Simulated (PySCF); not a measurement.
C8H8O.
Atom-mapped SMILES: `[OH:1][CH2:2][c:3]1[cH:4][cH:5][cH:6][c:7]2[c:8]1[CH2:9]2` (hydrogens: H10 on O1; H11, H12 on C2; H13 on C4; H14 on C5; H15 on C6; H16, H17 on C9)

Structure optimised with GFN2-xTB, isolated species.

(1) What internal coordinates does the optimisation give?

Answers

(1) 
| bond | length (Å) | order |
| --- | --- | --- |
| O1–C2 | 1.412 | single |
| C2–C3 | 1.506 | single |
| C3–C4 | 1.416 | aromatic |
| C4–C5 | 1.380 | aromatic |
| C5–C6 | 1.411 | aromatic |
| C6–C7 | 1.355 | aromatic |
| C7–C8 | 1.380 | aromatic |
| C8–C9 | 1.489 | single |
| C3–C8 | 1.358 | aromatic |
| C7–C9 | 1.489 | single |
| O1–H10 | 0.964 | single |
| C2–H11, C2–H12 | 1.097 | single |
| C4–H13 | 1.080 | single |
| C5–H14 | 1.080 | single |
| C6–H15 | 1.080 | single |
| C9–H16, C9–H17 | 1.085 | single |

Bonds in one row agree within 0.01 Å and their mean is given. Orders are formal, as drawn. A selection of angles:
| angle | degrees |
| --- | --- |
| O1–C2–C3 | 112.9 |
| C2–C3–C4 | 121.6 |
| C2–C3–C8 | 126.1 |
| C4–C3–C8 | 112.3 |
| C3–C4–C5 | 123.1 |
| C4–C5–C6 | 122.8 |
| C5–C6–C7 | 112.7 |
| C6–C7–C8 | 124.5 |
| C6–C7–C9 | 173.1 |
| C8–C7–C9 | 62.4 |
| C7–C8–C9 | 62.4 |
| C3–C8–C7 | 124.6 |
| C3–C8–C9 | 173.0 |
| C7–C9–C8 | 55.2 |
| H10–O1–C2 | 108.6 |

Torsions: O1–C2–C3–C4 -54° (synclinal); H10–O1–C2–C3 -56° (synclinal). The mirror-image conformer, all signs reversed, is as good.

Of the pairs four or more bonds apart, O1···H13 is among the closest relative to their van der Waals radii: 2.83 Å, 104 % of the sum of Bondi's values. The 6-membered ring C3–C4–C5–C6–C7–C8 has internal angles of 112.3° to 124.6°; it is planar, 0.00 Å rms from its mean plane, widest ring torsion 1°. The C–C distances run from 1.355 Å (C6–C7, aromatic) to 1.506 Å (C2–C3, drawn single), a spread of 0.151 Å. O1 (alcohol oxygen) is bent (angle 108.6°). The 3-membered ring C7–C8–C9 has internal angles of 55.2° to 62.4°.

Point group: C1 (no symmetry element, even within 0.4 Å). No GFN2-xTB frequencies stand behind this structure, so it isn't proved a minimum. One conformer, not necessarily the lowest (H–O1–C2–C3 -56°, O1–C2–C3–C4 -54°).

The numbers are calculated, not measured.
